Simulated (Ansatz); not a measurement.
C$_{4}$H$_{10}$Si (`C=C([SiH3])CC`). Total charge 0; spin multiplicity 1. All single points use the PBE0-D4/def2-TZVP geometry. It is one conformer, not always the lowest.

```xyz
15

C     0.756   -0.142   -1.801
C     0.126   -0.262   -0.633
Si    0.460   -1.773    0.419
C    -0.848    0.778   -0.155
C    -0.426    1.447    1.148
H     0.588    0.716   -2.451
H     1.458   -0.887   -2.161
H    -0.823   -2.434    0.789
H     1.306   -2.724   -0.348
H     1.159   -1.428    1.687
H    -0.977    1.536   -0.935
H    -1.829    0.310   -0.010
H     0.546    1.934    1.038
H    -1.154    2.204    1.450
H    -0.342    0.725    1.964
```

(1) What is the dipole moment at PBE/def2-TZVPP? (Estimate.)

(2) And with r2SCAN, B3LYP, ωB97M-V? (An estimate is asked.)

(3) Give the Mulliken charges with PBE, r2SCAN, ωB97M-V in def2-TZVPP. (Estimate.)

Results:

(1) The calculation gave: 0.89 D, with components (-0.31, 0.80, -0.23) D in this frame, pointing from negative to positive charge.

(2) Computed: r2SCAN 0.90 D, B3LYP 0.86 D, ωB97M-V 0.87 D.

(3) The calculation gave: 
```
atom    PBE  r2SCAN  ωB97M-V
  C1  -0.18   -0.14    -0.19
  C2  -0.03   -0.12    -0.12
 Si3   0.19    0.30     0.19
  C4  -0.09   -0.01    -0.17
  C5  -0.24   -0.14    -0.30
  H6   0.07    0.06     0.09
  H7   0.09    0.08     0.10
  H8  -0.06   -0.08    -0.03
  H9  -0.06   -0.08    -0.03
 H10  -0.06   -0.08    -0.03
 H11   0.06    0.02     0.08
 H12   0.08    0.04     0.10
 H13   0.09    0.05     0.11
 H14   0.08    0.04     0.11
 H15   0.08    0.05     0.09
```

B3LYP here is the variant with VWN-RPA as its local correlation; programs differ in this.
